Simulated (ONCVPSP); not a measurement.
**Which change was made? (Mn, ONCV)**

```
Element                 : manganese (Mn)
Generator               : ONCVPSP 4.0.1
Type                    : optimised norm-conserving Vanderbilt (ONCV)
Functional              : PBE
Relativity              : scalar-relativistic
Frozen core             : [Ne]
Valence charge          : 15
Reference configuration : 3s2 3p6 3d5 4s1.75 (charge +0.25)
Partial waves           : 3s+4s: rc 1.30 bohr, ncon 3, nbas 6, qcut 10.9 1/bohr, 2 projectors; 3p: rc 0.90 bohr, ncon 4, nbas 8, qcut 8.7 1/bohr, 1 projector; 3d: rc 1.25 bohr, ncon 4, nbas 8, qcut 10.4 1/bohr, 2 projectors, debl 1.1 Ha; f scattering state at 0.32 Ha: rc 1.10 bohr, ncon 4, nbas 7, qcut 9.8 1/bohr, 2 projectors, debl 1.8 Ha
Local potential         : polynomial inside 0.85 bohr (lpopt 5, dvloc0 0 Ha)
Core correction         : Teter function, parameters optimised by the program
```

Cutoffs, loose and tight: the cutoffs (Ha) at which the residual kinetic energy of the hardest occupied pseudo-wave falls to 1 and 0.1 mHa per electron. They do not see the model core or the augmentation charge, which bear on the density cutoff. Test errors are all-electron minus pseudo excitation energies from the reference, over the configurations 3s2 3p6 3d5 4s2; 3s2 3p6 3d5 4s1; 3s2 3p6 3d5 4s0; 3s2 3p6 3d5 4s0 4p1; variants that change the core or the reference have their own tests.

The base gives: outcome: generated; cutoff, loose: 49 Ha; cutoff, tight: 218 Ha; bound ghosts: none; GHOST(+) flags above zero: none; largest test error (meV): -55.

**Question.** After one change the result is: outcome: generated; cutoff, loose: 137 Ha; cutoff, tight: 160 Ha; bound ghosts: none; GHOST(+) flags above zero: f; largest test error (meV): +19. Which change was it?
A. core correction Teter function, fcfact 1.5, rcfact 1.25
B. s: qcut 8.6; p: qcut 6.8; d: qcut 8.2; f: qcut 7.7
C. functional Wu-Cohen

**Answer.** B. The others give: functional Wu-Cohen → outcome: generated; cutoff, loose: 49 Ha; cutoff, tight: 218 Ha; bound ghosts: none; GHOST(+) flags above zero: none; largest test error (meV): -42 | core correction Teter function, fcfact 1.5, rcfact 1.25 → outcome: generated; cutoff, loose: 49 Ha; cutoff, tight: 218 Ha; bound ghosts: none; GHOST(+) flags above zero: none; largest test error (meV): +19.
